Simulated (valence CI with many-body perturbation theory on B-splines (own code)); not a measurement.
**Ru XXXII: calculated level list**

Computed by configuration interaction combined with many-body perturbation theory (CI+MBPT): three valence electrons over a frozen Dirac-Fock core [Ne], a basis of 11 s, 11 p, 9 d, 7 f, 5 g, 2 h, 1 i functions for each j, with the one-electron correlation potential Σ1 (screened to all orders), the two-electron term Σ2, the three-electron term Σ3, Breit, model QED; selected single and double excitations, second order for the rest (own B-spline code, finite nucleus).

No measured spectrum was set against this ion. As an estimate, large intervals hold to a few tenths of a per cent, small ones and those within an open d or f shell to about a per cent.

Levels 46 to 71 of 71, with energies above the lowest level, (3s^2 3p1/2) J=1/2. "Leading %" is the weight of the configuration and term that name the level; weights of strongly mixed levels are sums over their largest components and can fall short. In the jj column 3d3/2^4 stands for four electrons in 3d with j = 3/2. Lifetimes count E1, E2, E3, M1 and M2 decay at the calculated energies, and are blank where another channel may lead or the interval is too uncertain; long ones can be off by a factor of two.

| No. | Configuration | Term | J | E (eV) | Leading % | Lifetime | Second component | g | Leading jj |
| --- | --- | --- | --- | --- | --- | --- | --- | --- | --- |
| 46 | 3p2 3d | 4D | 1/2 | 323.68 | 82 | 10.4 ps | 16 % 3p2 3d 2P | 0.146 | 3p1/2 3p3/2 3d3/2 (98 %) |
| 47 | 3p2 3d | 4F | 7/2 | 327.61 | 49 | 13.9 ps | 36 % 3p2 3d 4D | 1.283 | 3p1/2 3p3/2 3d5/2 (95 %) |
| 48 | 3p2 3d | 4F | 9/2 | 332.06 | 49 | 19.5 ps | 47 % 3p2 3d 2G | 1.217 | 3p1/2 3p3/2 3d5/2 (92 %) |
| 49 | 3p2 3d | 4D | 3/2 | 332.71 | 40 | 8.81 ps | 33 % 3p2 3d 2P | 1.173 | 3p1/2 3p3/2 3d5/2 (76 %) |
| 50 | 3p2 3d | 4P | 5/2 | 333.12 | 28 | 8.24 ps | 24 % 3p2 3d 4F | 1.249 | 3p1/2 3p3/2 3d5/2 (66 %) |
| 51 | 3p2 3d | 2D | 5/2 | 337.70 | 46 | 6.38 ps | 26 % 3p2 3d 4P | 1.319 | 3p1/2 3p3/2 3d5/2 (62 %) |
| 52 | 3p2 3d | 4P | 3/2 | 337.77 | 41 | 5.37 ps | 26 % 3p2 3d 2P | 1.354 | 3p1/2 3p3/2 3d3/2 (72 %) |
| 53 | 3p2 3d | 4P | 1/2 | 339.35 | 43 | 5.44 ps | 26 % 3p2 3d 2P | 1.804 | 3p1/2 3p3/2 3d3/2 (82 %) |
| 54 | 3p2 3d | 2G | 7/2 | 340.79 | 54 | 15.0 ps | 21 % 3p2 3d 2F | 1.001 | 3p1/2 3p3/2 3d5/2 (55 %) |
| 55 | 3p2 3d | 2P | 1/2 | 350.31 | 66 | 7.41 ps | 21 % 3p2 3d 2S | 0.946 | 3p1/2 3p3/2 3d5/2 (81 %) |
| 56 | 3p2 3d | 2D | 3/2 | 350.85 | 65 | 8.57 ps | 11 % 3p2 3d 2P | 0.884 | 3p1/2 3p3/2 3d5/2 (72 %) |
| 57 | 3p2 3d | 2F | 5/2 | 350.85 | 48 | 5.48 ps | 27 % 3p2 3d 2D | 1.034 | 3p1/2 3p3/2 3d5/2 (40 %) |
| 58 | 3p2 3d | 4D | 7/2 | 355.84 | 54 | 9.92 ps | 16 % 3p2 3d 2F | 1.306 | 3p3/2^2 3d5/2 (71 %) |
| 59 | 3p2 3d | 2P | 1/2 | 357.16 | 42 | 6.04 ps | 28 % 3p2 3d 4P | 1.149 | 3p3/2^2 3d3/2 (54 %) |
| 60 | 3s 3d2 | 4F | 3/2 | 357.44 | 67 | 4.83 ps | 12 % 3p2 3d 4P | 0.654 | 3s 3d3/2^2 (69 %) |
| 61 | 3s 3d2 | 4F | 5/2 | 358.32 | 35 | 4.86 ps | 16 % 3p2 3d 4P | 1.177 | 3s 3d3/2^2 (48 %) |
| 62 | 3p2 3d | 4F | 9/2 | 359.44 | 47 | 12.5 ps | 33 % 3p2 3d 2G | 1.217 | 3p3/2^2 3d5/2 (80 %) |
| 63 | 3s 3d2 | 4F | 3/2 | 360.43 | 28 | 5.09 ps | 26 % 3p2 3d 4P | 0.990 | 3p3/2^2 3d3/2 (60 %) |
| 64 | 3s 3d2 | 4F | 5/2 | 361.73 | 63 | 5.70 ps | 9 % 3p2 3d 4P | 1.105 | 3s 3d3/2 3d5/2 (60 %) |
| 65 | 3s 3d2 | 4F | 7/2 | 363.78 | 98 | 6.49 ps |  | 1.233 | 3s 3d3/2 3d5/2 (81 %) |
| 66 | 3s 3d2 | 4F | 9/2 | 367.60 | 96 | 7.39 ps |  | 1.324 | 3s 3d5/2^2 (73 %) |
| 67 | 3s 3d2 | 4P | 1/2 | 369.01 | 80 | 4.57 ps | 7 % 3s 3d2 2S | 2.512 | 3s 3d3/2^2 (56 %) |
| 68 | 3p2 3d | 2F | 7/2 | 370.14 | 66 | 5.47 ps | 17 % 3s 3d2 2G | 1.087 | 3p3/2^2 3d3/2 (45 %) |
| 69 | 3s 3d2 | 4P | 3/2 | 371.54 | 82 | 5.18 ps | 5 % 3s 3d2 2P | 1.638 | 3s 3d3/2 3d5/2 (87 %) |
| 70 | 3s 3d2 | 4P | 5/2 | 372.52 | 76 | 4.91 ps | 10 % 3s 3d2 2D | 1.497 | 3s 3d3/2 3d5/2 (70 %) |
| 71 | 3p2 3d | 2P | 3/2 | 372.58 | 22 | 6.21 ps | 18 % 3s 3d2 2P | 1.245 | 3p3/2^2 3d5/2 (41 %) |

Where two levels of one J and parity lie close, their mixing, g and order are uncertain.
